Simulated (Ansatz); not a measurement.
**Molecular dynamics of Cl4H2W**

The input (input.yaml):

```yaml
crystal:
  periodic: [false, false, false]
  atoms:
    - { symbol: W, position_ang: [0.289465, 0.0, -0.289465] }
    - { symbol: H, position_ang: [-0.125674, 0.0, 1.325056] }
    - { symbol: Cl, position_ang: [2.39911, 0.0, 0.667334] }
    - { symbol: Cl, position_ang: [0.049744, 2.244572, -0.049744] }
    - { symbol: H, position_ang: [-1.325056, 0.0, 0.125674] }
    - { symbol: Cl, position_ang: [0.049744, -2.244572, -0.049744] }
    - { symbol: Cl, position_ang: [-0.667334, 0.0, -2.39911] }
basis:
  gaussian: { orbitals: def2-SVP }
hamiltonian:
  xc: r2scanh
md:
  timestep: 0.25
  n_steps: 100
  ensemble: nve
  temperature: 300.0
  initial_velocities: maxwell_boltzmann
  seed: 261522
  masses: [{ species: H, mass: 2.014 }]
```

Command:

```bash
$ ansatz run input.yaml --threads 4 --pin off --max-ram 5120MiB --backend cpu --events-out ev --progress --plain --runs-dir out
```

It starts from a relaxed structure.

Output, in part (one step line in 2, the closing report, with atoms numbered from 0):

```
md step     0: t =     0.00 fs  T =   300.0 K  F+E_penalty+E_count = -51934.21309294 eV  E_kin = 0.193890 eV  conserved = -51934.01920294 eV  (30 SCF iters)
md step     2: t =     0.50 fs  T =   298.7 K  F+E_penalty+E_count = -51934.21222895 eV  E_kin = 0.193027 eV  conserved = -51934.01920187 eV  (35 SCF iters)
md step     4: t =     1.00 fs  T =   294.9 K  F+E_penalty+E_count = -51934.20977159 eV  E_kin = 0.190572 eV  conserved = -51934.01919960 eV  (35 SCF iters)
md step     6: t =     1.50 fs  T =   288.8 K  F+E_penalty+E_count = -51934.20586034 eV  E_kin = 0.186664 eV  conserved = -51934.01919635 eV  (35 SCF iters)
md step     8: t =     2.00 fs  T =   280.8 K  F+E_penalty+E_count = -51934.20069627 eV  E_kin = 0.181504 eV  conserved = -51934.01919242 eV  (35 SCF iters)
md step    10: t =     2.50 fs  T =   271.3 K  F+E_penalty+E_count = -51934.19452472 eV  E_kin = 0.175336 eV  conserved = -51934.01918828 eV  (35 SCF iters)
md step    12: t =     3.00 fs  T =   260.6 K  F+E_penalty+E_count = -51934.18761650 eV  E_kin = 0.168433 eV  conserved = -51934.01918386 eV  (35 SCF iters)
md step    14: t =     3.50 fs  T =   249.2 K  F+E_penalty+E_count = -51934.18025175 eV  E_kin = 0.161072 eV  conserved = -51934.01917956 eV  (36 SCF iters)
md step    16: t =     4.00 fs  T =   237.5 K  F+E_penalty+E_count = -51934.17270361 eV  E_kin = 0.153528 eV  conserved = -51934.01917561 eV  (36 SCF iters)
md step    18: t =     4.50 fs  T =   226.0 K  F+E_penalty+E_count = -51934.16522491 eV  E_kin = 0.146053 eV  conserved = -51934.01917216 eV  (36 SCF iters)
md step    20: t =     5.00 fs  T =   214.9 K  F+E_penalty+E_count = -51934.15803717 eV  E_kin = 0.138868 eV  conserved = -51934.01916932 eV  (36 SCF iters)
md step    22: t =     5.50 fs  T =   204.5 K  F+E_penalty+E_count = -51934.15132209 eV  E_kin = 0.132155 eV  conserved = -51934.01916721 eV  (36 SCF iters)
md step    24: t =     6.00 fs  T =   195.0 K  F+E_penalty+E_count = -51934.14521527 eV  E_kin = 0.126049 eV  conserved = -51934.01916591 eV  (36 SCF iters)
md step    26: t =     6.50 fs  T =   186.7 K  F+E_penalty+E_count = -51934.13980237 eV  E_kin = 0.120637 eV  conserved = -51934.01916538 eV  (36 SCF iters)
md step    28: t =     7.00 fs  T =   179.4 K  F+E_penalty+E_count = -51934.13511764 eV  E_kin = 0.115952 eV  conserved = -51934.01916565 eV  (36 SCF iters)
md step    30: t =     7.50 fs  T =   173.3 K  F+E_penalty+E_count = -51934.13114463 eV  E_kin = 0.111978 eV  conserved = -51934.01916664 eV  (35 SCF iters)
md step    32: t =     8.00 fs  T =   168.1 K  F+E_penalty+E_count = -51934.12781936 eV  E_kin = 0.108651 eV  conserved = -51934.01916832 eV  (34 SCF iters)
md step    34: t =     8.50 fs  T =   163.8 K  F+E_penalty+E_count = -51934.12503569 eV  E_kin = 0.105865 eV  conserved = -51934.01917055 eV  (34 SCF iters)
md step    36: t =     9.00 fs  T =   160.1 K  F+E_penalty+E_count = -51934.12265353 eV  E_kin = 0.103480 eV  conserved = -51934.01917316 eV  (34 SCF iters)
md step    38: t =     9.50 fs  T =   156.8 K  F+E_penalty+E_count = -51934.12050923 eV  E_kin = 0.101333 eV  conserved = -51934.01917579 eV  (34 SCF iters)
md step    40: t =    10.00 fs  T =   153.6 K  F+E_penalty+E_count = -51934.11842926 eV  E_kin = 0.099251 eV  conserved = -51934.01917853 eV  (34 SCF iters)
md step    42: t =    10.50 fs  T =   150.2 K  F+E_penalty+E_count = -51934.11624437 eV  E_kin = 0.097063 eV  conserved = -51934.01918095 eV  (34 SCF iters)
md step    44: t =    11.00 fs  T =   146.4 K  F+E_penalty+E_count = -51934.11380675 eV  E_kin = 0.094624 eV  conserved = -51934.01918280 eV  (34 SCF iters)
md step    46: t =    11.50 fs  T =   142.1 K  F+E_penalty+E_count = -51934.11100653 eV  E_kin = 0.091823 eV  conserved = -51934.01918383 eV  (34 SCF iters)
md step    48: t =    12.00 fs  T =   137.1 K  F+E_penalty+E_count = -51934.10778740 eV  E_kin = 0.088604 eV  conserved = -51934.01918383 eV  (34 SCF iters)
md step    50: t =    12.50 fs  T =   131.5 K  F+E_penalty+E_count = -51934.10415906 eV  E_kin = 0.084976 eV  conserved = -51934.01918263 eV  (34 SCF iters)
md step    52: t =    13.00 fs  T =   125.4 K  F+E_penalty+E_count = -51934.10020490 eV  E_kin = 0.081024 eV  conserved = -51934.01918053 eV  (34 SCF iters)
md step    54: t =    13.50 fs  T =   119.0 K  F+E_penalty+E_count = -51934.09608108 eV  E_kin = 0.076904 eV  conserved = -51934.01917714 eV  (31 SCF iters)
md step    56: t =    14.00 fs  T =   112.7 K  F+E_penalty+E_count = -51934.09200976 eV  E_kin = 0.072837 eV  conserved = -51934.01917297 eV  (34 SCF iters)
md step    58: t =    14.50 fs  T =   106.9 K  F+E_penalty+E_count = -51934.08826063 eV  E_kin = 0.069092 eV  conserved = -51934.01916844 eV  (34 SCF iters)
md step    60: t =    15.00 fs  T =   102.1 K  F+E_penalty+E_count = -51934.08512539 eV  E_kin = 0.065961 eV  conserved = -51934.01916401 eV  (34 SCF iters)
md step    62: t =    15.50 fs  T =    98.6 K  F+E_penalty+E_count = -51934.08288599 eV  E_kin = 0.063726 eV  conserved = -51934.01916025 eV  (34 SCF iters)
md step    64: t =    16.00 fs  T =    96.9 K  F+E_penalty+E_count = -51934.08178051 eV  E_kin = 0.062623 eV  conserved = -51934.01915768 eV  (35 SCF iters)
md step    66: t =    16.50 fs  T =    97.2 K  F+E_penalty+E_count = -51934.08197140 eV  E_kin = 0.062815 eV  conserved = -51934.01915670 eV  (35 SCF iters)
md step    68: t =    17.00 fs  T =    99.6 K  F+E_penalty+E_count = -51934.08352090 eV  E_kin = 0.064363 eV  conserved = -51934.01915750 eV  (28 SCF iters)
md step    70: t =    17.50 fs  T =   104.0 K  F+E_penalty+E_count = -51934.08637770 eV  E_kin = 0.067218 eV  conserved = -51934.01916009 eV  (28 SCF iters)
md step    72: t =    18.00 fs  T =   110.2 K  F+E_penalty+E_count = -51934.09037734 eV  E_kin = 0.071213 eV  conserved = -51934.01916424 eV  (36 SCF iters)
md step    74: t =    18.50 fs  T =   117.7 K  F+E_penalty+E_count = -51934.09525635 eV  E_kin = 0.076087 eV  conserved = -51934.01916955 eV  (36 SCF iters)
md step    76: t =    19.00 fs  T =   126.1 K  F+E_penalty+E_count = -51934.10067825 eV  E_kin = 0.081503 eV  conserved = -51934.01917545 eV  (35 SCF iters)
md step    78: t =    19.50 fs  T =   134.7 K  F+E_penalty+E_count = -51934.10626749 eV  E_kin = 0.087086 eV  conserved = -51934.01918136 eV  (35 SCF iters)
md step    80: t =    20.00 fs  T =   143.1 K  F+E_penalty+E_count = -51934.11164632 eV  E_kin = 0.092460 eV  conserved = -51934.01918672 eV  (35 SCF iters)
md step    82: t =    20.50 fs  T =   150.5 K  F+E_penalty+E_count = -51934.11646977 eV  E_kin = 0.097279 eV  conserved = -51934.01919108 eV  (35 SCF iters)
md step    84: t =    21.00 fs  T =   156.7 K  F+E_penalty+E_count = -51934.12045460 eV  E_kin = 0.101261 eV  conserved = -51934.01919409 eV  (35 SCF iters)
md step    86: t =    21.50 fs  T =   161.2 K  F+E_penalty+E_count = -51934.12339957 eV  E_kin = 0.104204 eV  conserved = -51934.01919565 eV  (34 SCF iters)
md step    88: t =    22.00 fs  T =   164.0 K  F+E_penalty+E_count = -51934.12519570 eV  E_kin = 0.106000 eV  conserved = -51934.01919573 eV  (34 SCF iters)
md step    90: t =    22.50 fs  T =   165.0 K  F+E_penalty+E_count = -51934.12582719 eV  E_kin = 0.106633 eV  conserved = -51934.01919448 eV  (34 SCF iters)
md step    92: t =    23.00 fs  T =   164.3 K  F+E_penalty+E_count = -51934.12536423 eV  E_kin = 0.106172 eV  conserved = -51934.01919214 eV  (34 SCF iters)
md step    94: t =    23.50 fs  T =   162.1 K  F+E_penalty+E_count = -51934.12394950 eV  E_kin = 0.104761 eV  conserved = -51934.01918889 eV  (34 SCF iters)
md step    96: t =    24.00 fs  T =   158.7 K  F+E_penalty+E_count = -51934.12178144 eV  E_kin = 0.102596 eV  conserved = -51934.01918510 eV  (34 SCF iters)
md step    98: t =    24.50 fs  T =   154.6 K  F+E_penalty+E_count = -51934.11909517 eV  E_kin = 0.099914 eV  conserved = -51934.01918108 eV  (34 SCF iters)
md step   100: t =    25.00 fs  T =   150.0 K  F+E_penalty+E_count = -51934.11614363 eV  E_kin = 0.096967 eV  conserved = -51934.01917704 eV  (31 SCF iters)
Total energy: -51934.11616377 eV, -1908.5435668101 hartree
Atom 0 at     0.300166     0.003516    -0.283249 Å, force    -1.231380     0.053075    -0.332959 eV/Å
Atom 1 at    -0.340948     0.062220     1.288743 Å, force     0.624683    -0.144256    -0.433298 eV/Å
Atom 2 at     2.416438    -0.029866     0.618651 Å, force     0.211840     0.045532     0.268208 eV/Å
Atom 3 at    -0.005121     2.217387    -0.022479 Å, force     0.063027     0.424215    -0.041349 eV/Å
Atom 4 at    -1.341507    -0.027293     0.022038 Å, force    -0.034280    -0.008082    -0.028878 eV/Å
Atom 5 at     0.025242    -2.215128    -0.006013 Å, force    -0.002843    -0.365327     0.020174 eV/Å
Atom 6 at    -0.647626     0.007391    -2.445710 Å, force     0.368952    -0.005158     0.548103 eV/Å
Dipole moment:     0.046845     0.012526     0.049458 e Å
```

The run went to its last step. The conserved energy stayed within 0.0066 meV per atom of its start (net change 0.0037 meV per atom), so the integration is sound. A run of 0.025 ps of so small a system gives no equilibrium averages.

The same pairs are bonded in the first frame and the last. Pairs count as bonded within 1.25 times the sum of covalent radii (0.12 Å more for H–H).

Last frame:

```xyz
7
Properties=species:S:1:pos:R:3
W 0.300 0.004 -0.283
H -0.341 0.062 1.289
Cl 2.416 -0.030 0.619
Cl -0.005 2.217 -0.022
H -1.341 -0.027 0.022
Cl 0.025 -2.215 -0.006
Cl -0.648 0.007 -2.446
```

Time of the run: 7.2 min on 4 threads of Arm Neoverse V2, with other jobs on the host, peak memory 0.34 GiB.
